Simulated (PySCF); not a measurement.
## Se: excitation energy

Se [Ar] 3d10 4s2 4p4 (3P) → Se [Ar] 3d10 4s1 4p4 5s1 (5P), as a difference of total energies. Calculation: PySCF 2.14, in aug-cc-pVQZ-PP with ECP10MDF (7s6p5d3f2g, 89 functions); a scalar-relativistic core potential. Correlated levels: valence: 3s2 3p6 3d10 frozen. The calculations carry no spin-orbit coupling.

| method | excitation energy (eV) |
| --- | --- |
| UHF | 16.056 |
| MP2 (valence) | 16.401 |
| SCS-MP2 (valence) | 16.576 |
| CCSD (valence) | 16.225 |
| CCSD(T) (valence) | 16.040 |

The upper state lies above the first ionisation limit, where it may autoionise and the basis confines it. A Rydberg-like electron needs more diffuse functions than a valence basis has.

The promoted electron is Rydberg-like, and one or two diffuse shells describe it only roughly, which tends to raise the upper state.

The coupled-cluster amplitudes are large for the upper state (T1 above 0.03 or a double amplitude above 0.15), so a single reference is strained.
